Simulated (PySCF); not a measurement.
Energies from PySCF, thermal terms from the rigid-rotor harmonic-oscillator model, ideal gas at 1 bar. Table values come from the NASA 1993 polynomials. All species are closed-shell singlets. Sr: scalar-relativistic def2 core potential, no spin-orbit coupling. The harmonic model lacks anharmonicity and excited electronic states, which grow with temperature; levels with a mode under 35 cm⁻¹ are left out. Soft modes under 120 cm⁻¹ make the harmonic entropy rough for Sr(OH)2. The table's entry may be an old estimate for Sr(OH)2 (not checked at source).

Harmonic frequencies at PBE/def2-SVP (cm⁻¹): 77, 395, 405, 415, 418, 518, 534, 3815, 3816. Point group C2v; S°(298 K) = 301.8 J/mol/K at this level.

**Question.** Work out Cp and S° of gaseous Sr(OH)2 at 500, 800, 1200, 1600, 2000 K from these, and set them beside the table.

**Answer.** 
| T (K) | Cp PBE/def2-SVP | Cp table | S° PBE/def2-SVP | S° table |
|---|---|---|---|---|
| 500 | 85.0 | 85.4 | 343.7 | 347.1 |
| 800 | 89.6 | 89.9 | 384.8 | 388.3 |
| 1200 | 93.9 | 94.5 | 422.0 | 425.7 |
| 1600 | 97.5 | 98.1 | 449.5 | 453.4 |
| 2000 | 100.2 | 100.6 | 471.6 | 475.5 |
Units J/mol/K.
